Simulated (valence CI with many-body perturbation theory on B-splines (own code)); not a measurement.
The numbers below are computed, except where a source is named.
# Ce²⁵⁺: magnetic and hyperfine properties of the levels

Method: valence CI with perturbative core correlation (CI+MBPT): five valence electrons over a frozen Dirac-Fock core [Ar] 3d10, radial functions for each j: 11 s, 11 p, 10 d, 8 f, 5 g, 2 h, with the one-electron correlation potential Σ1, the two-electron term Σ2, the three-electron term Σ3, Breit, model QED; selected CI, second order for the rest, scaled by the run's own slope (own B-spline code, finite nucleus).

No measured levels were compared; by estimate levels hold to about 250 cm⁻¹ or 0.2 % of their energy and the worst to 1 %, as in measured heavy ions of charge 2 to 7; those with d or f electrons hold less well. Among the levels kept, up to 2100 cm⁻¹ of a level comes from second order outside the variational space, and about a tenth of that is noise between levels of different J, which matters for small intervals.

A/g_I is the dipole constant over the nuclear g factor μ/I (μ in nuclear magnetons, uniformly magnetised nucleus), B/Q the quadrupole constant per barn. Both hold the static response of the core; the bare values leave it out. Large factors of s and p1/2 electrons are usually good to 5 to 10 %; those of open d and f shells near neutrality can be off by tens of per cent, and small factors of p3/2, d and f electrons come from cancelling terms and can be off by a factor of two or in sign, in half-filled shells by more. B is blank for J = 1/2, where it vanishes, and for nearly pure S terms. Energies count from the lowest level.

Levels are named by their leading jj configuration (3d3/2^4 stands for four electrons in 3d with j = 3/2), which in mixed levels can hold well under half, so a name can repeat and another be missing. Letters in brackets count levels of one name in rising energy.

```csv
Level,E (eV),g,A/g_I (MHz),A/g_I bare,B/Q (MHz/b),B/Q bare
(4s^2 4p1/2^2 4p3/2) J=3/2,0.00,1.445,17800,16900,31000,29600
(4s^2 4p1/2 4p3/2^2) J=3/2,21.07,1.409,-1290,-1410,10800,10300
(4s^2 4p1/2 4p3/2^2) J=5/2,24.70,1.198,42700,40800,-111,-97.8
(4s^2 4p1/2 4p3/2^2) J=1/2,29.36,0.663,133000,128000,,
(4s^2 4p3/2^3) J=3/2,50.86,1.275,20900,19900,-41700,-39800
(4s 4p1/2^2 4p3/2^2) J=5/2,79.62,1.522,97500,93400,16700,15900
(4s 4p1/2^2 4p3/2^2) J=3/2,88.55,1.253,-28800,-27500,-22700,-21700
(4s 4p1/2^2 4p3/2^2) J=1/2,89.79,2.305,369000,354000,,
(4s^2 4p1/2^2 4d3/2) J=3/2,99.93,0.909,26200,25300,2780,2700
(4s 4p1/2 4p3/2^3) J=3/2 [a],104.79,1.242,44000,42200,-26100,-24900
(4s^2 4p1/2^2 4d5/2) J=5/2,107.20,1.183,14500,14100,2920,2840
(4s 4p1/2 4p3/2^3) J=5/2,108.92,1.267,103000,98900,-44100,-42100
(4s 4p1/2 4p3/2^3) J=1/2,113.80,1.255,-35700,-34100,,
(4s 4p1/2 4p3/2^3) J=3/2 [b],114.63,1.080,21900,21000,-5350,-5090
(4s^2 4p1/2 4p3/2 4d3/2) J=5/2 [a],119.41,0.942,33100,31800,-10600,-10100
(4s^2 4p1/2 4p3/2 4d3/2) J=1/2 [a],121.64,0.379,57900,55800,,
(4s^2 4p1/2 4p3/2 4d3/2) J=7/2,122.17,1.103,29000,27900,19400,18600
(4s^2 4p1/2 4p3/2 4d3/2) J=3/2 [a],123.81,1.053,7220,7070,-13400,-12700
(4s^2 4p1/2 4p3/2 4d5/2) J=7/2 [a],124.11,1.310,-2710,-2490,41700,39900
(4s^2 4p1/2 4p3/2 4d5/2) J=9/2,127.80,1.223,22600,21700,23400,22400
(4s^2 4p1/2 4p3/2 4d5/2) J=5/2 [a],129.42,1.216,16700,16200,-11000,-10400
(4s^2 4p1/2 4p3/2 4d5/2) J=3/2 [a],130.53,1.161,-5370,-5080,-343,-330
(4s^2 4p1/2 4p3/2 4d3/2) J=5/2 [b],133.82,1.322,19300,18600,-2280,-2190
(4s^2 4p1/2 4p3/2 4d3/2) J=1/2 [b],134.55,2.026,48400,46200,,
(4s^2 4p1/2 4p3/2 4d3/2) J=3/2 [b],134.87,1.480,16900,16400,-10600,-10200
(4s^2 4p1/2 4p3/2 4d5/2) J=7/2 [b],135.37,1.059,25500,24600,22200,21300
(4s 4p3/2^4) J=1/2,138.04,1.358,257000,247000,,
(4s^2 4p1/2 4p3/2 4d5/2) J=3/2 [b],139.45,0.858,34200,33100,12800,12200
(4s^2 4p1/2 4p3/2 4d5/2) J=5/2 [b],140.24,1.120,230,310,25000,23900
(4s^2 4p1/2 4p3/2 4d5/2) J=1/2,143.79,1.074,-6710,-6050,,
(4s^2 4p3/2^2 4d5/2) J=7/2,149.85,1.251,10800,10400,8170,7830
(4s^2 4p3/2^2 4d5/2) J=9/2,151.28,1.218,12000,11600,30500,29200
(4s^2 4p3/2^2 4d3/2) J=1/2,152.37,1.080,8810,7920,,
(4s^2 4p3/2^2 4d3/2) J=3/2 [a],153.69,1.136,14700,14100,-15700,-15000
(4s^2 4p3/2^2 4d3/2) J=5/2,154.41,1.209,21500,20700,-9180,-8770
(4s^2 4p3/2^2 4d3/2) J=7/2,158.08,1.110,17100,16500,-445,-328
(4s^2 4p3/2^2 4d5/2) J=5/2 [a],160.44,1.205,5450,5440,48900,46700
(4s^2 4p3/2^2 4d3/2) J=3/2 [b],161.28,1.048,10300,10100,5790,5580
(4s^2 4p3/2^2 4d5/2) J=1/2,163.84,1.846,99300,95700,,
(4s^2 4p3/2^2 4d5/2) J=3/2,167.52,1.026,8670,8570,5810,5570
```
